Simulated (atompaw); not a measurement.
An all-electron radial function and its pseudo partner (Fe (Z = 26))

Columns: radius, all-electron u(r) and pseudo u(r) of the 4s shell (level -6.05 eV) of iron in the configuration [Ar] 3d6 4s1.5 4p0.5; LDA (PW92), scalar-relativistic, PAW (atompaw) scheme, atompaw 4.2.0.5.

```json
{"r (bohr)": "0.115", "all-electron": "0.1030", "pseudo": "0.0624"}
{"r (bohr)": "0.231", "all-electron": "0.1392", "pseudo": "0.1246"}
{"r (bohr)": "0.346", "all-electron": "-0.0471", "pseudo": "0.1850"}
{"r (bohr)": "0.462", "all-electron": "-0.2124", "pseudo": "0.2440"}
{"r (bohr)": "0.577", "all-electron": "-0.2800", "pseudo": "0.2999"}
{"r (bohr)": "0.692", "all-electron": "-0.2610", "pseudo": "0.3527"}
{"r (bohr)": "0.808", "all-electron": "-0.1850", "pseudo": "0.4025"}
{"r (bohr)": "0.923", "all-electron": "-0.0808", "pseudo": "0.4479"}
{"r (bohr)": "1.038", "all-electron": "0.0329", "pseudo": "0.4890"}
{"r (bohr)": "1.154", "all-electron": "0.1453", "pseudo": "0.5261"}
{"r (bohr)": "1.269", "all-electron": "0.2477", "pseudo": "0.5582"}
{"r (bohr)": "1.385", "all-electron": "0.3386", "pseudo": "0.5859"}
{"r (bohr)": "1.500", "all-electron": "0.4153", "pseudo": "0.6087"}
{"r (bohr)": "1.615", "all-electron": "0.4788", "pseudo": "0.6270"}
{"r (bohr)": "1.731", "all-electron": "0.5301", "pseudo": "0.6410"}
{"r (bohr)": "1.846", "all-electron": "0.5695", "pseudo": "0.6507"}
{"r (bohr)": "1.962", "all-electron": "0.5989", "pseudo": "0.6566"}
{"r (bohr)": "2.077", "all-electron": "0.6190", "pseudo": "0.6588"}
{"r (bohr)": "2.192", "all-electron": "0.6314", "pseudo": "0.6576"}
{"r (bohr)": "2.308", "all-electron": "0.6371", "pseudo": "0.6535"}
{"r (bohr)": "2.423", "all-electron": "0.6372", "pseudo": "0.6466"}
{"r (bohr)": "2.538", "all-electron": "0.6325", "pseudo": "0.6374"}
{"r (bohr)": "2.654", "all-electron": "0.6238", "pseudo": "0.6259"}
{"r (bohr)": "2.769", "all-electron": "0.6120", "pseudo": "0.6127"}
{"r (bohr)": "2.885", "all-electron": "0.5974", "pseudo": "0.5975"}
{"r (bohr)": "3.000", "all-electron": "0.5809", "pseudo": "0.5809"}
```

**Question.** How many radial nodes do the two functions have?

**Answer.** The all-electron 4s function has n − l − 1 = 3 (the table is too coarse to show those close to the nucleus); the pseudo-wave has 0, since the states of the same l below it are removed with the core.

**Question.** Where does each function peak?

**Answer.** Outermost all-electron maximum near 2.42 bohr, pseudo maximum near 2.08 bohr (to the table’s step).

**Question.** Is the pseudo-wave norm-conserving?

**Answer.** No, it belongs to a PAW set: the norm inside the radius is not constrained, and the difference is carried by the augmentation charge.
